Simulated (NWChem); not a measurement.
C2H4GeO; SMILES C1[O][GeH2][CH]=1

```xyz
8

C      0.0187    -1.5838     0.0000
C      1.1546    -0.8492     0.0000
Ge     0.0054     0.6884     0.0000
O     -1.1055    -0.8304     0.0000
H     -0.1176    -2.6740     0.0000
H      2.1962    -1.1597     0.0000
H     -0.2240     1.5228    -1.2705
H     -0.2240     1.5228     1.2705
```
Atoms are numbered in this order, from 1.

All runs: NWChem. Pople sets run with spherical d functions. Geometry: optimised at PBE0/def2-SVP. LC-ωPBE (HJS hole) with 6-31G*; x = 1 − exp(−ω/0.25 bohr⁻¹) is a scale chosen for this fit.

```
row           x  −ε(HOMO) (eV)
--------  -----  -------------
ω = 0.10  0.330           6.50
ω = 0.20  0.551           7.66
ω = 0.35  0.753           8.76
ω = 0.50  0.865       withheld
ω = 0.80  0.959           9.92
```

### Question
Fit a straight line of the last column on the one before it, predict the withheld value, and compare with the run.

### Answer

1. Means of the 4 shown rows: x = 0.6482, y = 8.210. Slope Σ(x − x̄)(y − ȳ)/Σ(x − x̄)² = 1.187/0.2183 = 5.437; intercept 4.685.
2. The shown rows scatter about the line by 0.020 (root mean square); the largest residual is +0.02, at ω = 0.80.
3. At x = 0.865 (ω = 0.50; inside the shown range) the line gives 9.39.
4. The run gives 9.38, -0.01 from the line, 0.5 times the scatter.
